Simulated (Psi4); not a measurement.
CH₅AlO₂, charge +1, doublet, geometry from GFN2-xTB (such geometries of metal compounds can be far from the true shape) (a state made from the parent by changing its charge; the spin is typed, not shown lowest); MP2/6-311G** (Psi4).

Input for Psi4:
```
memory 2 GB

molecule {
1 2
Al    0.17618964    0.16585162    0.01209088
C    -1.36611586   -1.29259627   -0.09020564
H    -0.95340228   -2.12659349   -0.65619572
H    -2.07484102   -0.65632500   -0.62522785
H    -1.63231993   -1.55004014    0.93367067
O    -0.33986226    1.48049779   -0.80667600
H    -0.11474906    2.36435500   -1.09400626
O     1.41811254   -0.42120532    0.86289216
H     2.05553972   -0.90622941    1.37608231
}

set {
  basis 6-311g**
  reference uhf
  freeze_core true
  mp2_type conv
  scf_type pk
  puream true
  d_convergence 1e-8
}

energy('mp2')
print_variables()
```

Write the output that Psi4 gives for this input, abridged.


```
   => Loading Basis Set <=

    Name: 6-311G**
    Role: ORBITAL
    Keyword: BASIS

         ---------------------------------------------------------
                                   SCF
               by Justin Turney, Rob Parrish, Andy Simmonett
                          and Daniel G. A. Smith
                              UHF Reference
         ---------------------------------------------------------

  ==> Geometry <==

    Molecular point group: c1
    Full point group: C1

    Geometry (in Angstrom), charge = 1, multiplicity = 2:

       Center              X                  Y                   Z               Mass
    ------------   -----------------  -----------------  -----------------  -----------------
         AL           0.138485062397     0.126255237542     0.011081219786    26.981538530000
         C           -1.403820437603    -1.332192652458    -0.091215300214    12.000000000000
         H           -0.991106857603    -2.166189872458    -0.657205380214     1.007825032230
         H           -2.112545597603    -0.695921382458    -0.626237510214     1.007825032230
         H           -1.670024507603    -1.589636522458     0.932661009786     1.007825032230
         O           -0.377566837603     1.440901407542    -0.807685660214    15.994914619570
         H           -0.152453637603     2.324758617542    -1.095015920214     1.007825032230
         O            1.380407962397    -0.460801702458     0.861882499786    15.994914619570
         H            2.017835142397    -0.945825792458     1.375072649786     1.007825032230

  Running in c1 symmetry.

  Rotational constants: A =      0.20898  B =      0.18721  C =      0.10073 [cm^-1]
  Rotational constants: A =   6265.20796  B =   5612.55414  C =   3019.68764 [MHz]
  Nuclear repulsion =  158.958722005473675

  Charge       = 1
  Multiplicity = 2
  Electrons    = 39
  Nalpha       = 20
  Nbeta        = 19

  ==> Algorithm <==

  SCF Algorithm Type is PK.
  DIIS enabled.
  MOM disabled.
  Fractional occupation disabled.
  Guess Type is SAD.
  Energy threshold   = 1.00e-08
  Density threshold  = 1.00e-08
  Integral threshold = 1.00e-12

  ==> Primary Basis <==

  Basis Set: 6-311G**
    Blend: 6-311G**
    Number of shells: 56
    Number of basis functions: 110
    Number of Cartesian functions: 114
    Spherical Harmonics?: true
    Max angular momentum: 2

  ==> Integral Setup <==

  Using in-core PK algorithm.
   Calculation information:
      Number of atoms:                   9
      Number of AO shells:              56
      Number of primitives:            104
      Number of atomic orbitals:       114
      Number of basis functions:       110

      Integral cutoff                 1.00e-12
      Number of threads:                 1

  Performing in-core PK
  Using 37277130 doubles for integral storage.
  We computed 994875 shell quartets total.
  Whereas there are 1274406 unique shell quartets.

  ==> DiskJK: Disk-Based J/K Matrices <==

    J tasked:                  Yes
    K tasked:                  Yes
    wK tasked:                  No
    Schwarz Cutoff:          1E-12

  Minimum eigenvalue in the overlap matrix is 9.0565975450E-03.
  Reciprocal condition number of the overlap matrix is 1.4912992125E-03.
    Using symmetric orthogonalization.

  ==> Pre-Iterations <==

  SCF Guess: Superposition of Atomic Densities via on-the-fly atomic UHF (no occupation information).

   -------------------------
    Irrep   Nso     Nmo
   -------------------------
     A        110     110
   -------------------------
    Total     110     110
   -------------------------

  ==> Iterations <==

                        Total Energy        Delta E     RMS |[F,P]|

   @UHF iter SAD:  -431.05272459697971   -4.31053e+02   0.00000e+00
   @UHF iter   1:  -432.08167870236844   -1.02895e+00   6.48995e-03 DIIS/ADIIS
   @UHF iter   2:  -432.20698413252086   -1.25305e-01   4.30804e-03 DIIS/ADIIS
   @UHF iter   3:  -432.28043646209790   -7.34523e-02   4.36797e-04 DIIS/ADIIS
   @UHF iter   4:  -432.28231365067643   -1.87719e-03   1.05443e-04 DIIS/ADIIS
   @UHF iter   5:  -432.28248419013903   -1.70539e-04   4.16307e-05 DIIS
   @UHF iter   6:  -432.28251684029681   -3.26502e-05   2.05510e-05 DIIS
   @UHF iter   7:  -432.28252437586826   -7.53557e-06   1.11473e-05 DIIS
   @UHF iter   8:  -432.28252714550979   -2.76964e-06   3.82075e-06 DIIS
   @UHF iter   9:  -432.28252750377044   -3.58261e-07   1.47660e-06 DIIS
   @UHF iter  10:  -432.28252755714959   -5.33792e-08   6.17987e-07 DIIS
   @UHF iter  11:  -432.28252756775578   -1.06062e-08   2.37517e-07 DIIS
   @UHF iter  12:  -432.28252756943255   -1.67677e-09   1.02736e-07 DIIS
   @UHF iter  13:  -432.28252756976650   -3.33955e-10   4.51550e-08 DIIS
   @UHF iter  14:  -432.28252756983585   -6.93490e-11   1.62271e-08 DIIS
   @UHF iter  15:  -432.28252756984443   -8.58336e-12   4.83827e-09 DIIS
  Energy and wave function converged.

  ==> Post-Iterations <==

   @Spin Contamination Metric:   7.400026496E-03
   @S^2 Expected:                7.500000000E-01
   @S^2 Observed:                7.574000265E-01
   @S   Expected:                5.000000000E-01
   @S   Observed:                5.000000000E-01

    Orbital Energies [Eh]
    ---------------------

    Alpha Occupied:

[...]
    Alpha Virtual:

[...]
    Beta Occupied:

[...]
      19A     -0.692649

    Beta Virtual:

[...]
     110A    122.871484

    Final Occupation by Irrep:
              A
    DOCC [    19 ]
    SOCC [     1 ]
    NA   [    20 ]
    NB   [    19 ]

  @UHF Final Energy:  -432.28252756984443

   => Energetics <=

    Nuclear Repulsion Energy =            158.9587220054736747
    One-Electron Energy =                -906.2755668165532370
    Two-Electron Energy =                 315.0343172412351578
    Total Energy =                       -432.2825275698444329

  UHF NO Occupations:
  HONO-2 :   18  A 1.9994775
  HONO-1 :   19  A 1.9976400
  HONO-0 :   20  A 1.0000000
  LUNO+0 :   21  A 0.0023600
[...]
  DIE_IF_NOT_CONVERGED          => (empty)
[...]
  FREEZE_CORE                   => TRUE            !
  FREEZE_CORE_POLICY            => (empty)
  FROZEN_DOCC                   => (empty)
  FROZEN_UOCC                   => (empty)
  INTEGRAL_PACKAGE              => (empty)
  IP_POLES                      => (empty)
  LEVEL_SHIFT                   => (empty)
  LITERAL_CFOUR                 => (empty)
  LS_THC_BASIS_TOLERANCE        => (empty)
  LS_THC_DF                     => (empty)
  LS_THC_PRUNING_SCHEME         => (empty)
  LS_THC_RADIAL_POINTS          => (empty)
  LS_THC_SPHERICAL_POINTS       => (empty)
  LS_THC_S_EPSILON              => (empty)
  LS_THC_WEIGHTS_TOLERANCE      => (empty)
  MAT_NUM_COLUMN_PRINT          => (empty)
  MAX_MOGRAD_CONVERGENCE        => (empty)
  MAX_RADIAL_MOMENT             => (empty)
  MBIS_D_CONVERGENCE            => (empty)
  MBIS_MAXITER                  => (empty)
  MBIS_PRUNING_SCHEME           => (empty)
  MBIS_RADIAL_POINTS            => (empty)
  MBIS_SPHERICAL_POINTS         => (empty)
  MOGRAD_DAMPING                => (empty)
  MOLDEN_WITH_VIRTUAL           => (empty)
  MO_MAXITER                    => (empty)
  MO_READ                       => (empty)
  MO_STEP_MAX                   => (empty)
  MO_WRITE                      => (empty)
  MP2_OS_SCALE                  => (empty)
  MP2_SOS_SCALE                 => (empty)
  MP2_SOS_SCALE2                => (empty)
  MP2_SS_SCALE                  => (empty)
  MP2_TYPE                      => CONV            !
  MP_TYPE                       => (empty)
  NAT_ORBS                      => (empty)
  NUM_FROZEN_DOCC               => (empty)
  NUM_FROZEN_UOCC               => (empty)
  NUM_GPUS                      => (empty)
  OCC_ORBS_PRINT                => (empty)
  OEPROP                        => (empty)
  OPT_METHOD                    => (empty)
  ORBITAL_OPTIMIZER_PACKAGE     => (empty)
  ORB_OPT                       => FALSE           !
  ORB_RESP_SOLVER               => (empty)
  ORTH_TYPE                     => (empty)
  OS_SCALE                      => (empty)
  PARENT_SYMMETRY               => (empty)
  PCG_BETA_TYPE                 => (empty)
  PCG_CONVERGENCE               => (empty)
  PCG_MAXITER                   => (empty)
  PCM                           => (empty)
  PE                            => (empty)
  PRINT                         => (empty)
  PRINT_NOONS                   => (empty)
  PROPERTIES                    => (empty)
  PROPERTIES_ORIGIN             => (empty)
  PUREAM                        => TRUE            !
  QC_MODULE                     => (empty)
  RAS1                          => (empty)
  RAS2                          => (empty)
  RAS3                          => (empty)
  RAS4                          => (empty)
  RELATIVISTIC                  => (empty)
  RELAXED                       => (empty)
  REMP_A                        => (empty)
  RESTRICTED_DOCC               => (empty)
  RESTRICTED_UOCC               => (empty)
  RMS_MOGRAD_CONVERGENCE        => (empty)
  R_CONVERGENCE                 => (empty)
  SCF_TYPE                      => PK              !
  SCREENING                     => (empty)
  SCS_TYPE                      => (empty)
  SOCC                          => (empty)
  SOS_TYPE                      => (empty)
  SPIN_SCALE_TYPE               => NONE            !
  SS_SCALE                      => (empty)
  SYMMETRIZE                    => (empty)
  TPDM_ABCD_TYPE                => (empty)
  WFN                           => (empty)
  WFN_TYPE                      => OMP2            !
  WRITER_FILE_LABEL             => (empty)
  ZORA_BASIS_TOLERANCE          => (empty)
  ZORA_NR_DEBUG                 => (empty)
  ZORA_PRUNING_SCHEME           => (empty)
  ZORA_RADIAL_POINTS            => (empty)
  ZORA_SPHERICAL_POINTS         => (empty)

 ==============================================================================
 ==============================================================================
 ==============================================================================

                             MP2
                    Program Written by Ugur Bozkaya,
              Additional Contributions by J. P. Misiewicz

 ==============================================================================
 ==============================================================================
 ==============================================================================

	MO spaces per irreps...

	IRREP   FC   AOCC  BOCC  AVIR    BVIR  FV
	==========================================
	   A     8    12    11    90     91     0
	==========================================

	Computing MP2 energy using SCF MOs (Canonical MP2)...
	==============================================================================
	Nuclear Repulsion Energy (a.u.)    :   158.95872200547367
	SCF Energy (a.u.)                  :  -432.28252756984443
	REF Energy (a.u.)                  :  -432.28252756984443
	Alpha-Alpha Contribution (a.u.)    :    -0.07851709820838
	Alpha-Beta Contribution (a.u.)     :    -0.44007827794648
	Beta-Beta Contribution (a.u.)      :    -0.06750826382620
	Scaled_SS Correlation Energy (a.u.):    -0.04867512067820
	Scaled_OS Correlation Energy (a.u.):    -0.52809393353578
	SCS-MP2 Total Energy (a.u.)        :  -432.85929662405846
	SOS-MP2 Total Energy (a.u.)        :  -432.81062150338022
	SCSN-MP2 Total Energy (a.u.)       :  -432.53953220702527
	SCS-MP2-VDW Total Energy (a.u.)    :  -432.91884044663323
	SOS-PI-MP2 Total Energy (a.u.)     :  -432.89863715896951
	MP2 Correlation Energy (a.u.)      :    -0.58610363998107
	MP2 Total Energy (a.u.)            :  -432.86863120982548
	==============================================================================

  Variable Map:
  ----------------------------------------------------------------------------
[...]
  Array Variable Map:
  ----------------------------------------------------------------------------
[...]
[...]
```
